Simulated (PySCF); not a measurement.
Name the molecule from its bond curve

A diatomic of charge 0 contains Sb. Its triplet curve at BLYP in a double-zeta basis (scalar-relativistic core potentials, PySCF), in eV from the separated fragments:

| R (Å) | E (eV) |
| --- | --- |
| 1.484 | -2.072 |
| 1.552 | -2.393 |
| 1.621 | -2.585 |
| 1.673 | -2.664 |
| 1.725 | -2.699 |
| 1.777 | -2.698 |
| 1.846 | -2.653 |
| 1.932 | -2.544 |
| 2.035 | -2.363 |
| 2.174 | -2.073 |

The fit gives ωe = 1811 cm⁻¹ and the rotational constant Bₑ = 5.516 cm⁻¹.

Task: Which atom is the partner?

Result: The minimum lies at 1.749 Å, so the reduced mass is 16.8576 u Å² cm⁻¹/(Bₑ·Re²) = 0.9991 u. With Sb at 120.90 u the partner weighs about 1.0 u: H. The molecule is SbH.

Spin–orbit coupling is left out. The state was picked by a PBE0 search and need not be the measured ground state.
